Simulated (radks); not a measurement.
The numbers below are computed, except where a source is named.
Nd14+, 46 electrons, occupied as [Kr] 4d10. Level of theory: scalar-relativistic Kohn-Sham, exchange-only r2SCAN, spin-unpolarised, spherical densities, finite nucleus; meta-GGA in the generalised Kohn-Sham scheme; Fermi nuclear charge, rms radius 4.9123 fm (a radial shooting solver on a logarithmic mesh with Libxc functionals).

Local quantities along the radius. ELF = 1/(1 + alpha^2) is the electron localisation function; alpha = (tau - tau_W)/tau_unif compares the Pauli kinetic energy density with that of the uniform gas; r v_xc is r times the local exchange-correlation potential (hartree bohr, multiplicative part alone). tau is taken from the large components.

r (bohr),ELF,alpha,r v_xc
0.001773,0.999,0.02553,-0.1589
0.002272,0.999,0.02737,-0.1862
0.002911,0.999,0.03027,-0.2197
0.003731,0.999,0.03478,-0.2600
0.004781,0.998,0.04183,-0.3073
0.006176,0.997,0.05368,-0.3633
0.007914,0.995,0.07330,-0.4238
0.01014,0.988,0.1087,-0.4897
0.013,0.969,0.1777,-0.5609
0.01665,0.907,0.3210,-0.6336
0.02151,0.714,0.6323,-0.6474
0.02757,0.437,1.135,-0.5697
0.03533,0.323,1.447,-0.6828
0.04527,0.444,1.120,-0.7743
0.05848,0.671,0.7005,-0.9822
0.07494,0.744,0.5864,-1.074
0.09603,0.600,0.8160,-1.072
0.1231,0.356,1.345,-1.015
0.1577,0.432,1.146,-1.172
0.2037,0.704,0.6482,-1.460
0.261,0.729,0.6092,-1.427
0.3345,0.340,1.394,-0.9862
0.4286,0.254,1.714,-0.9351
0.5493,0.720,0.6231,-1.547
0.7096,0.794,0.5100,-1.491
0.9093,0.603,0.8122,-1.128
1.165,0.184,2.103,-0.5446
1.493,0.012,8.965,-0.2528
1.913,0.000,69.07,-0.09181

On this mesh the ELF has minima near r = 0.035, 0.14, 0.38 bohr, which separate the shells, and maxima near 0.075 (0.74), 0.23 (0.75), 0.62 (0.80).
